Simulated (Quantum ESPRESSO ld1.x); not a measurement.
Values are calculated unless marked as measured or tabulated.
Coulomb parameter of the 5d shell of the tantalum ion Ta3+ in the model configuration [Xe] 4f14 5d1 6p1, as a second difference U = [E(n + 0.25) + E(n - 0.25) - 2 E(n)] / (0.25)^2 with all orbitals relaxed. "Bare": the charge of the atom changes with n. "Screened": the 6p shell takes up the change at fixed total charge, which measures U(5d,5d) + U(6p,6p) - 2 U(5d,6p). Code: ld1.x of Quantum ESPRESSO 7.5. Model: scalar-relativistic Kohn-Sham, revPBE, spin-unpolarised, spherical densities, point nucleus.

| case | configuration | E - E(n) (eV) |
|---|---|---|
| start | [Xe] 4f14 5d1 6p1 | 0.000 |
| bare +0.25 | [Xe] 4f14 5d1.25 6p1 | -7.745 |
| bare -0.25 | [Xe] 4f14 5d0.75 6p1 | 8.475 |
| screened +0.25 | [Xe] 4f14 5d1.25 6p0.75 | -2.609 |
| screened -0.25 | [Xe] 4f14 5d0.75 6p1.25 | 2.702 |

U(bare) = 11.692 eV, U(screened by 6p) = 1.481 eV, against the Slater integral F0(5d,5d) = 13.838 eV with frozen orbitals.
